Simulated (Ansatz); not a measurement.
A single point on C$_{2}$H$_{5}$ClSi, SMILES `C=C[SiH2]Cl`.

```yaml
crystal:
  periodic: [false, false, false]
  atoms:
    - {symbol: C, position_ang: [0.396253, 1.358017, -0.670863]}
    - {symbol: C, position_ang: [0.503513, 0.462482, 0.307217]}
    - {symbol: Si, position_ang: [-0.556180, -1.050873, 0.359203]}
    - {symbol: Cl, position_ang: [0.613180, -2.745450, 0.263120]}
    - {symbol: H, position_ang: [-0.307765, 1.229128, -1.488509]}
    - {symbol: H, position_ang: [1.004387, 2.257736, -0.701778]}
    - {symbol: H, position_ang: [1.229056, 0.635327, 1.099753]}
    - {symbol: H, position_ang: [-1.324836, -1.144212, 1.623700]}
    - {symbol: H, position_ang: [-1.469210, -1.048356, -0.808945]}
basis:
  gaussian: {orbitals: def2-QZVPP}
correlation: {method: mp2}
```

```sh
$ ansatz run in.yaml --threads 2 --pin off --events-out ev --progress --plain
```

Shortened log:

```
Functional definition: HF
2376 factors; integrals over basis functions are off by at most 1.0e-3 eV
mean field evaluation 1: about -22506.3752 eV, gradient 2.9e1 eV
mean field evaluation 2: about -22506.5122 eV, gradient 3.0e1 eV
mean field evaluation 4: about -22509.0375 eV, gradient 3.0e0 eV
mean field evaluation 8: about -22509.0724 eV, gradient 1.3e-1 eV
mean field -22509.07245321 eV, -827.1931554580 hartree, gradient 1.5e-6 eV, S^2 0.000000; 0 other end points of the search recorded, 0 dependent functions left out
12 core orbitals not correlated: weight in the atoms' cores, before any rotation towards them, 1.000 or more for the frozen orbitals, at most 0.000 for the correlated occupied ones
reference -22509.07245321 eV, -827.1931554580 hartree; 12, 12 occupied and 380, 380 virtual orbitals, 2376 factors
second order -18.61750033 eV of doubles, -0.00000000 eV of singles
Total energy: -22527.68995353 eV, -827.8773359757 hartree
```

It took 30 s on 2 threads of a server CPU on a shared host, with 1.9 GiB of host memory at the peak.
